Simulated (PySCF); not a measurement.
SMILES C[SiH2]C(=O)O (C₂H₆O₂Si) (GFN2-xTB optimised geometry):

```
11

C      1.298    -1.175     0.000
Si    -0.600    -1.175     0.000
C     -1.157     0.662     0.000
O     -1.697     1.261    -0.896
O     -0.861     1.256     1.166
H      1.685    -2.189     0.026
H      1.697    -0.692    -0.889
H      1.690    -0.648     0.867
H     -1.154    -1.807    -1.197
H     -1.128    -1.767     1.232
H     -1.138     2.189     1.164
```

Computed with CAM-B3LYP/def2-TZVP run with PySCF 2.14.0.

### Question
What are the frontier orbital energies and the dipole moment?

### Answer
HOMO-2 -10.97 eV, HOMO-1 -10.79 eV, HOMO -9.14 eV, LUMO 0.52 eV, LUMO+1 1.69 eV; dipole moment 2.05 D.

On the same geometry PBE/def2-TZVP run with PySCF gives HOMO-2 -8.16 eV, HOMO-1 -7.83 eV, HOMO -6.15 eV, LUMO -1.66 eV, LUMO+1 -0.08 eV; dipole moment 1.96 D.

Meta-Löwdin charges at CAM-B3LYP/def2-TZVP: C1 -0.58, Si2 0.64, C3 0.32, O4 -0.45, O5 -0.47, H6 0.13, H7 0.13, H8 0.13, H9 -0.10, H10 -0.10, H11 0.35.
